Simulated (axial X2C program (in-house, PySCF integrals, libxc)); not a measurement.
# Low determinants of NaSn⁻ at the PBE0 level, scalar-relativistic

Calculated with an in-house relativistic program for diatomic molecules. Spin-free means the one-electron spin-free X2C Hamiltonian. Basis: Sn dyall-acv3z [12s13p10d5f1g], Na dyall-av3z [10s9p5d2f] (cores contracted in-house); Gaussian nuclei, density fitting, unrestricted open shells. Masses: Sn 119.902 u, Na 22.990 u.

Search at 3.101 Å (vertical energies from the lowest determinant):

```
ΔE (eV)           state  electrons beyond evenly filled partner blocks  electrons in σ, π, δ, φ
   0.00  M_S = 1, Λ = 0                                       π+α, π-α                28 26 8 0
   0.34  M_S = 2, Λ = 0                               2 × σα, π+α, π-α                28 26 8 0
   0.77  M_S = 0, Λ = 0                                       π+β, π-α                28 26 8 0
   0.77  M_S = 0, Λ = 2                                       π+α, π+β                28 26 8 0
   0.95  M_S = 1, Λ = 1                                        σα, π+α                29 25 8 0
   0.98  M_S = 0, Λ = 1                                        σα, π+β                29 25 8 0
   1.11  M_S = 1, Λ = 1                              σα, π+α, π+β, π-α                27 27 8 0
```

Lowest determinant, M_S = 1, Λ = 0 (beyond evenly filled blocks: π+α, π-α): Re = 3.093 Å, ωe = 143.4 cm⁻¹.

The determinant in row 2 of the search, M_S = 2, Λ = 0 (beyond evenly filled blocks: 2 × σα, π+α, π-α), was followed along the bond at PBE0; measured from the minimum of the lowest determinant it gives:

Te = 0.330 eV (2660 cm⁻¹), Re = 3.207 Å, ωe = 117.8 cm⁻¹.

(1) Compare the bond of the determinant in row 2 with that of the lowest one.

The search compares states at one distance, so a state with another bond length can lie lower; it is not exhaustive and yields mostly the lowest determinant of each block pattern, so other components and higher states of one pattern are missing. These are energies of single determinants, not of spin-adapted states; PBE0 term energies can be off by some tenths of an eV, and the functional has no current term. The lowest determinant need not be the ground state where others lie within half an eV. For an anion, determinants above electron detachment are held by the basis set. The highest occupied level of some functionals is positive through self-interaction error; at Hartree–Fock it is bound. Row 1 is spin-contaminated (⟨S²⟩ = 2.55 against 2.00), so its values are not those of a pure state. Row 1 has a positive highest level at its minimum. Row 2 has a positive highest level at its minimum.

Results:

(1) At PBE0 its Re is 0.114 Å longer and its force constant, which goes as ωe², is 0.67 times that of the lowest determinant. T0 ≈ Te + Δωe/2 = 2660 + (-13) = 2647 cm⁻¹.
